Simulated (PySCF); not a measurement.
# Hg₂Se at several levels of theory

All levels use the PBE0 minimum (singlet; Se–Hg 2.537 Å (×2); Hg–Se–Hg 180.0°), basis [Se def2-TZVP, Hg def2-TZVP with ECP60], scalar-relativistic core potentials, density fitting, no spin–orbit coupling, PySCF. For vertical energies the ionised species is a doublet (spins chosen at PBE0 and kept) and the electron-attached one a doublet. Atomisation goes to high-spin ground-configuration atoms, without zero-point energy. Open shells are unrestricted, also as the reference of the correlated levels. A dash marks a value that was not computed or is not defined at that level.

| level | atomisation (kJ/mol) | vertical IP (eV) | vertical EA (eV) | −ε(HOMO) (eV) | gap (eV) |
| --- | --- | --- | --- | --- | --- |
| PBE0 | 82 | 7.94 | 2.28 | 6.24 | 2.42 |
| HF | -109 | 6.84 | 1.97 | 7.96 | 6.65 |
| MP2 | 89 | 8.16 | 2.02 | – | – |
| PBE | 107 | 8.01 | 2.20 | 5.23 | 0.80 |
| r2SCAN | 102 | 8.00 | 2.37 | 5.44 | 1.02 |
| B3LYP | 59 | 8.06 | 2.29 | 6.07 | 2.05 |
| TPSSh | 94 | 7.93 | 2.16 | 5.66 | 1.59 |
| BP86 | 99 | 8.15 | 2.34 | 5.36 | 0.79 |
| r2SCAN0 | 74 | 7.95 | 2.46 | 6.40 | 2.55 |

Without diffuse functions attachment energies tend to come out too low.

With an element this heavy the missing spin–orbit coupling can shift these numbers.
